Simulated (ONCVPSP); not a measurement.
What the settings do to the ONCV potential of zinc

Base potential:

ONCVPSP 4.0.1 input, shortened (lines: element, Z, core and valence counts, functional; n l f; lmax; l rc ep ncon nbas qcut; lloc lpopt rc5 dvloc0; l nproj debl; icmod fcfact rcfact), PBE, scalar-relativistic:

```
  Zn 30.00    3    5        4      upf
    1    0    2.00
    2    0    2.00
    2    1    6.00
    3    0    2.00
    3    1    6.00
    3    2   10.00
    4    0    1.50
    4    1    0.50
    2
    0    1.20    0.00    4    8    8.40
    1    1.00    0.00    4    9   12.90
    2    1.35    0.00    3    7   11.90
    4    5    0.95    1.00
    0    2    0.80
    1    2    2.40
    2    1    3.00
    0    0.00    0.00
```

Cutoffs, loose and tight: the cutoffs (Ha) at which the residual kinetic energy of the hardest occupied pseudo-wave falls to 1 and 0.1 mHa per electron. They do not see the model core or the augmentation charge, which bear on the density cutoff. Test errors are all-electron minus pseudo excitation energies from the reference, over the configurations 3s2 3p6 3d10 4s2 4p0; 3s2 3p6 3d10 4s1 4p0; 3s2 3p6 3d10 4s0 4p0; 3s1 3p6 3d10 4s2 4p0. A dash means not determined; rows that change the core or the reference have their own tests. The largest error is taken over the tests solved by every variant that gives reliable tests at all: 3s1 3p6 3d10 4s2 4p0; 3s2 3p6 3d10 4s1 4p0; 3s2 3p6 3d10 4s2 4p0.

A true bound ghost makes a file unfit for plane-wave use even where its test errors are small: the radial tests pick states by their node count and pass the ghost by.

| change | outcome | cutoff, loose | cutoff, tight | bound ghosts | GHOST(+) flags above zero | largest test error (meV) |
| --- | --- | --- | --- | --- | --- | --- |
| base | generated | 55 Ha | 61 Ha | none | none | -610 |
| local potential polynomial inside 0.95 bohr (lpopt 5, dvloc0 9 Ha) | generated | 55 Ha | 61 Ha | none | none | -626 |
| core [Ar], valence charge 12; reference 3d10 4s2; waves now 4s: rc 1.75 bohr, ncon 4, nbas 8, qcut 3.5 1/bohr, 2 projectors, debl 2.4 Ha; p scattering state at 0.11 Ha: rc 1.85 bohr, ncon 3, nbas 8, qcut 5.3 1/bohr, 3 projectors, debl 2.9 Ha; 3d: rc 0.80 bohr, ncon 4, nbas 9, qcut 23 1/bohr, local; local potential the d channel | generated | 172 Ha | 199 Ha | s, p | s | +155 |
| core correction polynomial model core, fcfact 0.55 | generated | 55 Ha | 61 Ha | none | none | -740 |
| s: nbas 7 | generated | 55 Ha | 61 Ha | none | none | -601 |
| reference 3s2 3p6 3d10 4s2; waves 3p: rc 1.00 bohr, ncon 4, nbas 9, qcut 12.9 1/bohr, 2 projectors, debl 2.4 Ha; 3d: rc 1.00 bohr, ncon 3, nbas 7, qcut 16.1 1/bohr, 1 projector | generated, projector energies reset by the program | 98 Ha | 110 Ha | none | none | -21 |
| all radii scaled by about 1.06 (s 1.28, p 1.06, d 1.44 bohr); local potential polynomial inside 1.02 bohr (lpopt 5, dvloc0 1 Ha) | generated | 53 Ha | 62 Ha | none | none | -718 |
| local potential polynomial inside 0.95 bohr (lpopt 3, dvloc0 -1 Ha) | generated | 55 Ha | 61 Ha | none | none | -610 |
| d: rc 1.82 | generated | 51 Ha | 61 Ha | none | none | -1088 |
